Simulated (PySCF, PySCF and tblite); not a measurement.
One step of a conformer study of BrCH2CH2CH2F, C₃H₆BrF, numbered as in [F:1][CH2:2][CH2:3][CH2:4][Br:5]: PySCF 2.14.0, density-fitted response routines, PBE0-D3(BJ)/def2-SVP geometry optimisation from a GFN2-xTB Hessian, gas phase; conformer with 60°, -179°.

Torsions listed: F1–C2–C3–C4, C2–C3–C4–Br5. Of a mirror pair one member is shown.

Input:

```
{"job": {"kind": "geom", "xc": "PBE0", "basis": "def2-SVP", "d3": "d3bj", "grid": 1, "maxiter": 40}, "charge": 0, "multiplicity": 1}
F     -1.506142     1.383424    -0.030922
C     -1.337520     0.028147     0.113215
C      0.008028    -0.400541    -0.457520
C      1.147205     0.249518     0.308880
Br     2.872839    -0.329703    -0.394486
H     -1.409746    -0.183232     1.185455
H     -2.163946    -0.451311    -0.419971
H      0.079467    -1.488200    -0.396900
H      0.060150    -0.109571    -1.509161
H      1.119531     1.334195     0.213267
H      1.135559    -0.030056     1.362179
```

Launched as:

```sh
OMP_NUM_THREADS=1 python ens_run.py task.json out
```

Output (atoms count from 0 there):

```
step      E/eV     max force
  0    -75944.85228   0.8735
  1    -75944.87477   0.1711
  2    -75944.87582   0.0806
  3    -75944.87668   0.0334
  4    -75944.87679   0.0055
```

It took 26 s on 1 thread of Arm Neoverse V1, on a host shared with other jobs (rough), peak memory 0.46 GiB, launched as `OMP_NUM_THREADS=1 python ens_run.py task.json out`.
